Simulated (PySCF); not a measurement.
**How methods differ on the ionisation energy of Cu⁺**

Cu⁺ [Ar] 3d10 (1S) → Cu²⁺ [Ar] 3d9 (2D), as a difference of total energies. Computed with PySCF 2.14 in x2c-TZVPall, with the spin-free X2C one-electron Hamiltonian (Gaussian nucleus). Correlated levels: valence: [Ar] frozen. The calculations carry no spin-orbit coupling.

```csv
method,ionisation energy (eV),difference from reference (eV)
UHF,17.228,-3.064
M06-2X,19.837,-0.455
BP86,21.089,+0.797
MP2 (valence),20.459,+0.167
SCS-MP2 (valence),20.054,-0.238
```

Reference: 20.292 eV (measured; NIST Atomic Spectra Database, ionization energies).

The reference lies between the lowest fine-structure levels, while these numbers refer to the centres of the terms.

Errors of the correlated levels include the incompleteness of this basis and the frozen core.
